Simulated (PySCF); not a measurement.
A side-by-side comparison of computed properties.

First species: C4H8NOP.
InChI=1S/C4H8NOP/c1-2-7(6)4-3-5/h7H,2,4H2,1H3

Second species: C₃H₄F₃N₃Si.
InChI=1S/C3H4F3N3Si/c4-3(5,6)2-1-7-9(10)8-2/h1H,10H3

Levels: PBE0/def2-SVPD for dipole moment, HOMO energy, LUMO energy, HOMO–LUMO gap, static isotropic polarisability and electronic spatial extent ⟨r²⟩ about the centre of nuclear charge; TDDFT PBE0/def2-SVPD for lowest singlet excitation; TDA PBE0/def2-SVPD for lowest triplet excitation (Tamm–Dancoff); GFN2-xTB for rotational constant A and rotational constant C. Geometries: GFN2-xTB. All species are isolated and taken at one optimised geometry, non-relativistic unless stated; the electronic structure was computed with PySCF and density fitting.

Dipoles, sizes and rotational constants follow the conformer. The torsions of the flexible species, by atom-mapped SMILES:
- `[CH3:1][CH2:2][P@H:3](=[O:4])[CH2:5][C:6]#[N:7]`: C1–C2–P3–O4 -60°, C2–P3–C5–C6 -54°
- `[F:1][C:2]([F:3])([F:4])[c:5]1[cH:6][n:7][n:8]([SiH3:9])[n:10]1`: F1–C2–C5–C6 0°

Question: Which of the two has the higher static isotropic polarisability, and by how much?

Answer: The second: 81.8 au against 76.9 au, a difference of 4.9 au.

Question: Which of the two has the higher ⟨r²⟩, and by how much?

Answer: The second: 1897 bohr² against 1058 bohr², a difference of 839 bohr².

Question: Which has the higher HOMO energy?

Answer: The first: -8.32 eV against -8.60 eV, a difference of 0.28 eV.

Question: Which has the higher T1 energy?

Answer: The first: 6.21 eV against 4.91 eV, a difference of 1.30 eV.

Question: Which has the higher S1 energy?

Answer: The first: 7.09 eV against 6.00 eV, a difference of 1.09 eV.

Question: Which has the higher dipole moment?

Answer: The second: 3.29 D against 1.06 D, a difference of 2.23 D.

Question: Which of the two has the higher rotational constant A, and by how much?

Answer: The first: 3.360 GHz against 2.876 GHz, a difference of 0.484 GHz.

Question: Which of the two has the higher LUMO energy, and by how much?

Answer: The first: 0.07 eV against -1.09 eV, a difference of 1.16 eV.

On the first: The dipole equals about 3.5 × 10⁻³⁰ C·m (1 D = 3.33564 × 10⁻³⁰ C·m). The vertical singlet–triplet gap S1 − T1 is 0.88 eV (TDDFT singlet less Tamm–Dancoff triplet).

On the second: The principal polarisabilities are 61.2, 78.6 and 105.5 au; their mean is the isotropic value. The vertical singlet–triplet gap S1 − T1 is 1.09 eV (TDDFT singlet less Tamm–Dancoff triplet; S1: HOMO−1→LUMO, weight 0.98; T1: HOMO−2→LUMO, weight 0.71).
